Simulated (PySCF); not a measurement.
Work out the structure from these simulated measurements.

Formula: C6H7F3OSi2.

* NMR, other nuclei: isotropic shieldings of nuclei other than C and H, by class: -320 (1 O), 237 (3 F), 397 (1 Si), 401 (1 Si) ppm [GIAO PBE/pcSseg-2]
* 1H NMR: chemical shifts (computed TMS as zero) by class: 8.79 (1 H), 7.63 (1 H), 7.35 (1 H), 4.91 (2 H), 4.80 (2 H) ppm [GIAO PBE/pcSseg-2]
* Polarisability: 125.3 au [CAM-B3LYP/def2-SVPD]
* Rotational structure: rotational constants A, B, C: 1.315, 0.443, 0.355 GHz [PBE0-D3(BJ)/def2-SVP]
* 13C NMR: chemical shifts (computed TMS as zero) by class: 193.1 (1 C), 178.3 (1 C), 162.5 (1 C), 161.9 (1 C), 152.8 (1 C), 129.6 (1 C) ppm [GIAO PBE/pcSseg-2]
* Triplet: lowest triplet excitation (Tamm–Dancoff): 3.27 eV [TDA CAM-B3LYP/def2-SVPD]
* Dipole: 3.59 D [CAM-B3LYP/def2-SVPD]
* UV, first state: lowest singlet excitation: 3.79 eV (327 nm, f = 0.001) [TDDFT CAM-B3LYP/def2-SVPD]
* UV, strongest line: among the 10 lowest singlet transitions: S8 at 6.67 eV (186 nm, f = 0.465) [TDDFT CAM-B3LYP/def2-SVPD]

Electronic properties: PySCF, gas phase, density fitting. Levels stand in brackets. One conformer (not necessarily the lowest) at the PBE0-D3(BJ)/def2-SVP geometry, without solvent, vibrations or thermal averaging. NMR classes are plain means over equivalent atoms (diastereotopic ones count apart unless rotation or inversion swaps them), as if these changed places fast.

Question: Propose a structure and show how it fits.

Answer: Numbering: `[O:1]=[C:2]([C:3]1=[CH:4][SiH2:5][CH:6]=[CH:7][SiH2:8]1)[C:9]([F:10])([F:11])[F:12]`. Its formula, C6H7F3OSi2, gives 4 degrees of unsaturation: 1 ring and 3 π bonds in the structure found. 6 carbons fall into 6 classes; from least to most shielded: ketone carbonyl carbon [C2] (193.1 ppm), alkene CH carbon [C4] (178.3 ppm), fully substituted alkene carbon [C3] (162.5 ppm), alkene CH carbon [C7] (161.9 ppm), alkene CH carbon [C6] (152.8 ppm), CF3 carbon [C9] (129.6 ppm). Hydrogen classes from least to most shielded: 1 H on an alkene CH carbon, C4 (8.79 ppm), 1 H on an alkene CH carbon, C7 (7.63 ppm), 1 H on an alkene CH carbon, C6 (7.35 ppm), 2 H on an SiH2 silicon, Si5 (4.91 ppm), 2 H on an SiH2 silicon, Si8 (4.80 ppm). The other shieldings belong to: -320 ppm, ketone oxygen [O1]; 237 ppm, fluorine of a CF3 group [F10/F11/F12]; 397 ppm, SiH2 silicon [Si5]; 401 ppm, SiH2 silicon [Si8]. S1 is mainly HOMO−1→LUMO (weight 0.75); the largest Löwdin shares of the orbital it empties are 0.25 on the ketone oxygen, 0.12 on the fully substituted alkene carbon, 0.10 on the ketone carbonyl carbon and 0.09 on an alkene CH carbon, of the orbital it fills 0.25 on an alkene CH carbon, 0.23 on the ketone oxygen, 0.20 on the ketone carbonyl carbon and 0.15 on the fully substituted alkene carbon. By its constants the optimised geometry is an asymmetric top. Structure: `C(C(=O)C1[SiH2]C=C[SiH2]C=1)(F)(F)F`. The assignments are read from this structure; whether some other isomer fits the data as well wasn't checked.

The values belong to the conformer `[O:1]=[C:2]([C:3]1=[CH:4][SiH2:5][CH:6]=[CH:7][SiH2:8]1)[C:9]([F:10])([F:11])[F:12]`: O1–C2–C3–C4 178°, O1–C2–C9–F10 2°.
